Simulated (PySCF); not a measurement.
A structure optimised at PBE-D3(BJ)/def2-SVP, used in a PySCF frequency run:

```
C
H 1 1.1091
H 1 1.1091 2 107.46
Ge 1 1.9715 2 108.77 3 117.59
H 4 1.5522 1 109.89 2 -178.56
H 4 1.5522 5 108.74 1 120.33
H 4 1.5533 5 108.89 6 118.52
Ge 1 1.9715 2 108.77 3 -117.59
H 8 1.5522 1 109.89 2 178.56
H 8 1.5522 9 108.74 1 -120.33
H 8 1.5533 9 108.89 10 -118.52
```

**Question.** Write its SMILES, formula and point group.

**Answer.** [GeH3][CH2][GeH3], CH8Ge2, C2v

**Question.** What are its rotational constants (standard atomic weights)?

**Answer.** 16.000, 1.1637, 1.1236 GHz
